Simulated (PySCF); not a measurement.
C6H12BO2 (SMILES CC1(C)O[B]OC1(C)C), doublet, at a GFN2-xTB geometry; HF/STO-3G run with PySCF.

Here is a job for PySCF.
```python
from pyscf import gto, scf

mol = gto.M(
    atom='''
C     1.48710897    1.20539539   -0.61618094
C     0.77466121   -0.07431944   -0.17081065
C     1.27822759   -1.24732067   -1.00515083
O     1.14641932   -0.29412177    1.21015392
B     0.09393638    0.01824653    1.99808540
O    -1.02808914    0.31710664    1.30680277
C    -0.78733229    0.07185816   -0.09871123
C    -1.53732232   -1.21514900   -0.45188832
C    -1.36795313    1.22989207   -0.90336734
H     2.55859468    1.06595559   -0.49202134
H     1.18462008    2.04516570    0.00410776
H     1.27837026    1.42611539   -1.65918394
H     0.92367057   -2.19405612   -0.61047442
H     2.36503208   -1.25741367   -0.97697224
H     0.95426780   -1.14070787   -2.03743575
H    -2.59255428   -1.07255202   -0.23032048
H    -1.42716054   -1.45501693   -1.50567776
H    -1.17725806   -2.04373567    0.15248709
H    -0.97874581    2.18335811   -0.56101033
H    -1.14217070    1.10420896   -1.95937607
H    -2.44732959    1.24142792   -0.77354717
''',
    basis='sto-3g',
    spin=1,
    verbose=3,
)

mf = scf.ROHF(mol)
mf.kernel()
mf.analyze()
```

What the program printed (banner, timings and long lists left out):

```
converged SCF energy = -403.570639004126
**** MO energy ****
                Roothaan           | alpha              | beta
MO #1   energy= -20.2508554447054  | -20.2517155132799  | -20.2499953761318  occ= 2
MO #2   energy= -20.2507327924246  | -20.2515929630568  | -20.2498726217924  occ= 2
MO #3   energy= -11.1044026742852  | -11.1048001067456  | -11.104005241825   occ= 2
MO #4   energy= -11.1040544173591  | -11.1044568651054  | -11.1036519696134  occ= 2
MO #5   energy= -11.0444347195735  | -11.0444444492498  | -11.0444249898972  occ= 2
MO #6   energy= -11.0444241095224  | -11.044433836976   | -11.0444143820688  occ= 2
MO #7   energy= -11.0424298656415  | -11.0424350788841  | -11.0424246523988  occ= 2
MO #8   energy= -11.0424193939743  | -11.0424246227554  | -11.0424141651931  occ= 2
MO #9   energy= -7.37862099191672  | -7.39536235885047  | -7.36187962499397  occ= 2
MO #10  energy= -1.33965816465371  | -1.34387708158283  | -1.33543924961144  occ= 2
MO #11  energy= -1.25253300340088  | -1.25610264473932  | -1.24896336206243  occ= 2
MO #12  energy= -1.04477791954946  | -1.04654754239855  | -1.04300829691586  occ= 2
MO #13  energy= -0.975701791927772 | -0.976542917618134 | -0.974860666237411 occ= 2
MO #14  energy= -0.926018307878821 | -0.926131932295781 | -0.925904683461851 occ= 2
MO #15  energy= -0.890835155763518 | -0.890915811916612 | -0.890754499508572 occ= 2
MO #16  energy= -0.802613848896493 | -0.804772525140637 | -0.800455175215415 occ= 2
MO #17  energy= -0.690806586858443 | -0.694036501830318 | -0.687576671886575 occ= 2
MO #18  energy= -0.664714792806201 | -0.66906467948719  | -0.660364925811096 occ= 2
MO #19  energy= -0.605127034810208 | -0.607558233884451 | -0.602695885887879 occ= 2
MO #20  energy= -0.593656798805551 | -0.594685973751331 | -0.592627623859775 occ= 2
MO #21  energy= -0.57016668974024  | -0.571346752146648 | -0.568986627333834 occ= 2
MO #22  energy= -0.551752217918734 | -0.552692988663985 | -0.550811446333507 occ= 2
MO #23  energy= -0.534023919326294 | -0.534152887614758 | -0.53389495103783  occ= 2
MO #24  energy= -0.526581356791969 | -0.526807559640543 | -0.526355153943394 occ= 2
MO #25  energy= -0.523642049078777 | -0.524192872489647 | -0.52309122900023  occ= 2
MO #26  energy= -0.497129430673967 | -0.503044545563472 | -0.491214372105164 occ= 2
MO #27  energy= -0.496837523547237 | -0.497598273547161 | -0.496076773547313 occ= 2
MO #28  energy= -0.492677666694458 | -0.49341524031919  | -0.491940080562741 occ= 2
MO #29  energy= -0.46098352842134  | -0.464335657003178 | -0.457631399839507 occ= 2
MO #30  energy= -0.45184268475819  | -0.452225701942798 | -0.451459667952056 occ= 2
MO #31  energy= -0.411101848116456 | -0.415413531577198 | -0.40679016465572  occ= 2
MO #32  energy= -0.385305132111319 | -0.387622471874719 | -0.382987792347922 occ= 2
MO #33  energy= -0.379565940870492 | -0.381270227570237 | -0.377861620704705 occ= 2
MO #34  energy= -0.317880478728071 | -0.319059767578366 | -0.316701188255841 occ= 2
MO #35  energy= -0.00577856402661103 | -0.309347219028653 | 0.29779015952177   occ= 1
MO #36  energy= 0.380287798157127  | 0.35308217721282   | 0.407493419101436  occ= 0
MO #37  energy= 0.523733980552821  | 0.518582052116446  | 0.528885926165588  occ= 0
MO #38  energy= 0.525752164309002  | 0.520813970907286  | 0.53069035771072   occ= 0
MO #39  energy= 0.585640978728748  | 0.584744951614724  | 0.586537005842775  occ= 0
MO #40  energy= 0.618355582937547  | 0.615967855504323  | 0.620743310370773  occ= 0
MO #41  energy= 0.627867444679438  | 0.626911305790951  | 0.628823589842603  occ= 0
MO #42  energy= 0.676916806766973  | 0.674252168334769  | 0.679581445199177  occ= 0
MO #43  energy= 0.679602969146778  | 0.679495125434328  | 0.679710812604258  occ= 0
 ** Mulliken atomic charges  **
charge of    0C =     -0.11508
charge of    1C =      0.12682
charge of    2C =     -0.11360
charge of    3O =     -0.19317
charge of    4B =      0.12558
charge of    5O =     -0.19317
charge of    6C =      0.12682
charge of    7C =     -0.11508
charge of    8C =     -0.11360
charge of    9H =      0.04130
charge of   10H =      0.03584
charge of   11H =      0.03676
charge of   12H =      0.04069
charge of   13H =      0.04165
charge of   14H =      0.03599
charge of   15H =      0.04130
charge of   16H =      0.03676
charge of   17H =      0.03584
charge of   18H =      0.04069
charge of   19H =      0.03599
charge of   20H =      0.04165
Dipole moment(X, Y, Z, Debye): -0.08186, -0.01590, -1.74122
```
